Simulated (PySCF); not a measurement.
## [AgF4]2-: what the settings change

The complex [AgF4]2- (charge -2) contains Ag(II), shell d9. The structure is a PBE0-D3(BJ)/def2-TZVP, IEF-PCM water geometry optimised for multiplicity 2; coordination square planar, point group D4h, metal–donor distances 2.08 Å.

```
5

Ag    0.0000    0.0000    0.0000
F     2.0750    0.0000    0.0000
F    -2.0750    0.0000    0.0000
F     0.0000    2.0750    0.0000
F     0.0000   -2.0750    0.0000
```

Method (PySCF 2.14, density fitting): CASSCF(9,5) with orbitals averaged over all microstates of the shell, strongly contracted NEVPT2 on the averaged canonical orbitals; basis x2c-TZVPall on the metal, x2c-SVPall elsewhere; spin-free X2C; IEF-PCM water; spin-orbit coupling by state interaction with the mean-field operator over all roots.

Base run: NEVPT2 ground state 2B1g, next 2B2g at 18561, then 2Eg at 23614 cm⁻¹, ζ 1694 cm⁻¹, g 2.091 2.091 2.572, μeff(300 K) 1.98 μB.

Question: What happens with the basis x2c-TZVPall on all atoms?

Answer: NEVPT2 ground state 2B1g, next 2B2g at 17646, then 2Eg at 22424 cm⁻¹, ζ 1695 cm⁻¹, g 2.093 2.093 2.599, μeff(300 K) 1.99 μB. It took 17 s against 8.3 s on a shared host of the same kind.

NEVPT2 lifts 2B2g from 14358 to 18561 cm⁻¹; on the d shell alone such lifts tend to overshoot.
